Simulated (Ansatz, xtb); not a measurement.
## Isomers of C4H4F3P in order of energy

4 gas-phase structures of C4H4F3P, from a drawn sample of its isomers (lower ones may exist). Each was relaxed with GFN2-xTB; where two conformers were screened, the lower at r2SCAN-D4/def2-SVP//GFN2-xTB is listed:

A. `C/C=P\C(F)=C(F)F`, a singlet
B. `FC(F)(F)CCC#P`, a singlet
C. `FC(F)=C(F)P1CC1`, a singlet
D. `CP1C=C1C(F)(F)F`, a singlet

Q: Estimate their order in r2SCAN-D4/def2-SVP//GFN2-xTB energy at these geometries, lowest first.

A: Calculated order at r2SCAN-D4/def2-SVP//GFN2-xTB: B (0.0), D (23.7), C (28.9), A (32.4) kcal/mol.

Energies above the lowest of each column, in kcal/mol; the last columns are at r2SCAN-D4/def2-SVP geometries and were run for some of them only (a dash: not run or not comparable):

| structure | GFN2-xTB | HF/STO-3G | r2SCAN-D4/def2-SVP//GFN2-xTB | r2SCAN-D4/def2-SVP | CCSD(T)/def2-SVP + ΔMP2/def2-TZVPP |
| --- | --- | --- | --- | --- | --- |
| B | 0.0 | 0.0 | 0.0 | 0.0 | 0.0 |
| D | 22.1 | 16.8 | 23.7 | 22.8 | 25.0 |
| C | 12.5 | 1.3 | 28.9 | – | – |
| A | 19.8 | 19.2 | 32.4 | – | – |

Every level run on B puts it lowest or level with the lowest. Some further structures that were screened fall inside this span and aren't listed. Flexible structures stand in one conformer each, not always the lowest. Frequencies (GFN2-xTB) were run for B, D alone. The ΔMP2 step shifts differences by up to 5.9 kcal/mol, which makes them less sure. ΔMP2 is the change of the MP2 energy from the smaller to the larger basis.

Over these structures GFN2-xTB departs from r2SCAN-D4/def2-SVP//GFN2-xTB by 6.9 kcal/mol on average once a common shift is removed. A GFN2-xTB relaxation took about 0.071 s and the r2SCAN-D4/def2-SVP//GFN2-xTB energy about 1.9 s on a shared host (Ansatz 0.2.0, xtb 6.7.1).
